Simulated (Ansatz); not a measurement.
Consider the redistribution: `C[N](C)[In]([OH])[F]` + `[CH3][GaH][SH]` → `C[N](C)[InH][OH]` + `F[CH2][GaH][SH]`.

Gas-phase electronic energies from Ansatz, PBE0-D4/def2-TZVP geometries. CCSD(T)/CBS is the MP2 limit (def2-TZVPP, def2-QZVPP) plus CCSD(T) − MP2 in def2-TZVPP, frozen cores. Functionals use def2-TZVPP. def2 core potentials past Kr. For Ga, In outer-core shells are correlated without core-valence functions, which leaves a few kJ/mol of doubt a bond. Scalar relativity is left out up to krypton. Each species was taken in one conformer, which may not be the lowest.

`C[N](C)[In]([OH])[F]`:

Cartesian coordinates in Å:
```
C 1.215 0.865 0.814
N 0.371 -0.048 0.084
C 0.708 -1.436 0.280
In -1.327 0.557 -0.743
O -2.722 -0.452 -1.692
F -1.638 2.490 -0.743
H 1.177 0.687 1.900
H 0.922 1.901 0.634
H 2.264 0.755 0.502
H 1.743 -1.630 -0.037
H 0.628 -1.739 1.335
H 0.058 -2.090 -0.305
H -3.400 0.140 -2.030
```

`[CH3][GaH][SH]`:

```xyz
8

C    -0.475   -0.610   -0.871
Ga   -0.310    0.281    0.867
S     1.567    1.312    1.401
H    -0.741   -1.660   -0.729
H     0.450   -0.556   -1.446
H    -1.277   -0.146   -1.451
H    -1.408    0.357    1.979
H     2.194    1.023    0.249
```

`C[N](C)[InH][OH]`:

```xyz
13

C     1.219    0.752    0.061
N     0.034    0.039   -0.340
C    -0.150   -0.003   -1.765
In   -1.196   -0.790    0.999
O    -0.409   -0.395    2.785
H     2.128    0.294   -0.360
H     1.197    1.798   -0.284
H     1.319    0.759    1.148
H     0.695   -0.496   -2.272
H    -0.235    1.007   -2.196
H    -1.057   -0.552   -2.032
H    -2.628   -1.665    0.738
H    -0.916   -0.749    3.518
```

`F[CH2][GaH][SH]`:

Cartesian coordinates in Å:
```
F 1.269 0.873 0.829
C -0.027 0.418 1.048
Ga -0.723 -0.531 -0.557
S 0.658 -0.646 -2.254
H -0.652 1.281 1.300
H -0.011 -0.242 1.923
H -2.135 -1.180 -0.694
H 1.619 0.028 -1.596
```

CCSD(T)/CBS gives +169.4 kJ/mol.

(1) Another level gave +160.1 kJ/mol. Which?
A. r2SCAN-D4/def2-TZVPP
B. MP2/def2-TZVPP
C. B2PLYP/def2-TZVPP
D. PBE0-D4/def2-TZVPP

Largest T1 diagnostic among the species: 0.016.

Answers

(1) A. r2SCAN-D4 160.1, MP2/def2-TZVPP 173.5, PBE0-D4 155.2, B2PLYP 165.2 kJ/mol.
